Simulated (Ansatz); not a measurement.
`O[Si]1(S)C[SiH2]1` + H₂ → `S[SiH]1C[SiH2]1` + H₂O  (hydrogenolysis of the Si–O bond)

Calculated with Ansatz (gas phase, PBE0-D4/def2-TZVP geometries, no zero-point term in ΔE). CCSD(T)/CBS adds triple-zeta CCSD(T) − MP2 to the extrapolated MP2 energy (def2 sets, frozen cores). This one scheme is used for every species. DFT in def2-TZVPP. One conformer a species, not always the lowest.

```
            species  PBE-D4 energy (Eh)
`O[Si]1(S)C[SiH2]1`         -1093.65096
                 H₂            -1.16621
  `S[SiH]1C[SiH2]1`         -1018.41038
                H₂O           -76.38027
```

(1) Work out ΔE.

(2) What do rigid-rotor, harmonic-oscillator terms from PBE0-D4/def2-TZVP frequencies (298.15 K, 1 bar) make of the CCSD(T)/CBS value? (Estimate.)

Largest T1 diagnostic among the species: 0.013.

Answers

(1) ΔE = (-1018.41038) + (-76.38027) − (-1093.65096) − (-1.16621) = 0.02652 Eh = +69.6 kJ/mol. CCSD(T)/CBS gives +68.9 kJ/mol.

(2) Ansatz gave: ΔZPE = +13.4 kJ/mol, ΔH = +80.0 kJ/mol, ΔS = 31 J/(mol·K), ΔG = +70.6 kJ/mol.

The D4 term adds +6.5 kJ/mol with B3LYP and +3.6 kJ/mol with PBE0; it sums over pairs of atoms, weighted by their polarisabilities, and B3LYP, whose exchange is more repulsive, gets the larger term. In def2-TZVPP, CCSD(T) changes the Hartree–Fock value by +7.8 kJ/mol (the triples alone add +3.2 kJ/mol) and MP2 by +14.0 kJ/mol. Leaving LDA and LC-ωPBE aside and taking each functional with its dispersion term where it has one, the values, not all of them listed here, spread over 11.8 kJ/mol, from HSE06-D4 to BLYP-D4. LDA lies +6.7 kJ/mol from PBE without D4.

B3LYP here is the variant with VWN-RPA as its local correlation; programs differ in this.
